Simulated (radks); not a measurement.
Results of a calculation; reference values are marked as such.
Species: the iron ion Fe+. Configuration: [Ar] 3d6 4s1.

Level of theory: Dirac Kohn-Sham, PBE, spin-unpolarised, spherical densities, finite nucleus; open shells are shared between the two j in proportion to 2j + 1; Fermi nuclear charge, rms radius 3.7377 fm (a radial shooting solver on a logarithmic mesh with Libxc functionals).

Energy parts (eV):
| part | energy |
|---|---|
| total | -34616.981 |
| kinetic | 35098.330 |
| electron-nucleus | -82641.055 |
| Hartree | 14433.114 |
| exchange-correlation | -1507.371 |

Orbitals (lengths in bohr, moments of r in powers of bohr; r(max) is where P^2 peaks):
| orbital | occ. | eigenvalue (eV) | <1/r> | r(max) | <r> |
|---|---|---|---|---|---|
| 1s1/2 | 2 | -7005.954 | 25.98 | 0.03826 | 0.05845 |
| 2s1/2 | 2 | -827.8854 | 5.580 | 0.2224 | 0.2667 |
| 2p1/2 | 2 | -715.0003 | 5.526 | 0.1781 | 0.2334 |
| 2p3/2 | 4 | -702.5178 | 5.428 | 0.1806 | 0.2365 |
| 3s1/2 | 2 | -102.5210 | 1.750 | 0.7009 | 0.8109 |
| 3p1/2 | 2 | -69.5995 | 1.620 | 0.7088 | 0.8518 |
| 3p3/2 | 4 | -68.0603 | 1.598 | 0.7160 | 0.8612 |
| 3d3/2 | 2.4 | -16.0486 | 1.223 | 0.7106 | 1.108 |
| 3d5/2 | 3.6 | -15.8942 | 1.217 | 0.7132 | 1.114 |
| 4s1/2 | 1 | -12.3277 | 0.4796 | 2.283 | 2.711 |

The highest occupied level is 4s1/2 at -12.328 eV. Summed over all electrons, <r^2> = 25.56 bohr^2, which gives a Langevin (diamagnetic) susceptibility term of -20.2 x 10^-6 cm^3/mol. For comparison, the ionisation energy in NIST's Atomic Spectra Database is 16.199 eV (measured). In exact Kohn-Sham theory the highest level is minus the ionisation energy, but local and semilocal functionals leave it too shallow, through self-interaction and a potential that decays too fast; potentials with the right tail come closer. The density falls to 0.001 e/bohr^3 at r = 3.88 bohr. The electron density at the nucleus is 1.51e+04 e/bohr^3.

Beside tabulated values, note that spin-unpolarised runs miss the spin-polarisation part of the exchange energy of open shells.
